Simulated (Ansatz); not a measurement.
K₃I₂⁺. The state is a singlet with charge 1. Geometry r2SCAN-D4/def2-SVP; atoms count from 1.

| atom | x (Å) | y (Å) | z (Å) |
| --- | --- | --- | --- |
| K1 | 1.7307 | -1.8249 | 0.7720 |
| K2 | -0.5258 | 2.0555 | 1.5559 |
| K3 | -1.2048 | -0.2306 | -2.3279 |
| I4 | 1.5981 | 1.1188 | -0.9379 |
| I5 | -1.5981 | -1.1188 | 0.9379 |

In the def2 sets I takes a core potential; there is no spin–orbit coupling. The structure comes from a short search, and lower isomers may exist.

Question: Estimate the Mulliken populations from the PBE0/def2-TZVP orbitals of Ansatz.

Answer: 
```csv
atom,charge (e)
K1,0.77
K2,0.77
K3,0.77
I4,-0.66
I5,-0.66
```
Mulliken values depend strongly on the basis.
